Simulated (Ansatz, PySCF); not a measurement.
C7H15, SMILES C[CH]CCCCC, multiplicity 2. Atoms are numbered in the order given.

```xyz
22

C      3.4107    -0.7626    -0.0087
C      2.6826     0.4986     0.3080
C      1.2795     0.4828     0.8196
C      0.2187     0.1713    -0.2602
C     -1.2101     0.1526     0.2821
C     -2.2678    -0.1563    -0.7791
C     -3.6928    -0.1731    -0.2281
H      3.1902    -1.5540     0.7297
H      4.5026    -0.6154    -0.0390
H      3.1245    -1.1781    -0.9995
H      3.0878     1.4429    -0.0727
H      1.1829    -0.2759     1.6206
H      1.0320     1.4556     1.2799
H      0.2984     0.9178    -1.0705
H      0.4486    -0.8049    -0.7235
H     -1.4363     1.1289     0.7497
H     -1.2816    -0.5922     1.0966
H     -2.1930     0.5887    -1.5918
H     -2.0387    -1.1317    -1.2451
H     -3.9611     0.8014     0.2132
H     -4.4307    -0.3976    -1.0146
H     -3.8057    -0.9335     0.5627
```
Charge 0, spin multiplicity 2.

Geometry: B3LYP-D3(BJ)/def2-SVP. The isomer is the one that the SMILES or the coordinates give; other isomers of the formula were not compared. The values are those of a single conformer.

Two levels are set side by side: PBE-D3(BJ)/def2-SVP (Ansatz, a first-principles code) and B3LYP-D3(BJ)/def2-SVP (Ansatz). Each level has its own optimised geometry; the coordinates shown are those of the second. Frequencies come from the Hessian of PySCF at each geometry. Differences are taken from unrounded values.

```json
[
 {"quantity": "mean bond length (Å)", "B3LYP-D3(BJ)": "1.223"},
 {"quantity": "bond C1–C2 (Å)", "B3LYP-D3(BJ)": "1.490"},
 {"quantity": "bond C2–C3 (Å)", "B3LYP-D3(BJ)": "1.494"},
 {"quantity": "bond C3–C4 (Å)", "B3LYP-D3(BJ)": "1.545"},
 {"quantity": "bond C4–C5 (Å)", "B3LYP-D3(BJ)": "1.528"},
 {"quantity": "bond C5–C6 (Å)", "B3LYP-D3(BJ)": "1.530"},
 {"quantity": "bond C6–C7 (Å)", "B3LYP-D3(BJ)": "1.528"},
 {"quantity": "bond C1–H8 (Å)", "B3LYP-D3(BJ)": "1.105"},
 {"quantity": "bond C1–H9 (Å)", "B3LYP-D3(BJ)": "1.102"},
 {"quantity": "bond C1–H10 (Å)", "B3LYP-D3(BJ)": "1.112"},
 {"quantity": "bond C2–H11 (Å)", "B3LYP-D3(BJ)": "1.096"},
 {"quantity": "bond C3–H12 (Å)", "B3LYP-D3(BJ)": "1.108"},
 {"quantity": "bond C3–H13 (Å)", "B3LYP-D3(BJ)": "1.104"},
 {"quantity": "bond C4–H14 (Å)", "B3LYP-D3(BJ)": "1.105"},
 {"quantity": "bond C4–H15 (Å)", "B3LYP-D3(BJ)": "1.105"},
 {"quantity": "bond C5–H16 (Å)", "B3LYP-D3(BJ)": "1.106"},
 {"quantity": "bond C5–H17 (Å)", "B3LYP-D3(BJ)": "1.106"},
 {"quantity": "highest harmonic wavenumber (cm⁻¹)", "B3LYP-D3(BJ)": "3154"},
 {"quantity": "mean harmonic wavenumber (cm⁻¹)", "B3LYP-D3(BJ)": "1475"},
 {"quantity": "zero-point energy (kcal/mol)", "B3LYP-D3(BJ)": "126.53"}
]
```

**Question.** What does PBE-D3(BJ) give, and how far is it from B3LYP-D3(BJ)? (The exact figures need the calculation; the answer reports its results.)

**Answer.** 
```csv
quantity,PBE-D3(BJ),PBE-D3(BJ) minus B3LYP-D3(BJ)
mean bond length (Å),1.229,0.006
bond C1–C2 (Å),1.490,0.000
bond C2–C3 (Å),1.494,0.000
bond C3–C4 (Å),1.549,0.004
bond C4–C5 (Å),1.530,0.002
bond C5–C6 (Å),1.532,0.002
bond C6–C7 (Å),1.529,0.001
bond C1–H8 (Å),1.112,0.008
bond C1–H9 (Å),1.110,0.007
bond C1–H10 (Å),1.120,0.009
bond C2–H11 (Å),1.104,0.008
bond C3–H12 (Å),1.116,0.008
bond C3–H13 (Å),1.113,0.008
bond C4–H14 (Å),1.113,0.008
bond C4–H15 (Å),1.113,0.008
bond C5–H16 (Å),1.114,0.008
bond C5–H17 (Å),1.114,0.008
highest harmonic wavenumber (cm⁻¹),3093,-61
mean harmonic wavenumber (cm⁻¹),1438,-37
zero-point energy (kcal/mol),123.32,-3.22
```

Exact exchange shortens and stiffens bonds; PBE has none. Differences between two approximate levels are no errors against the true value.
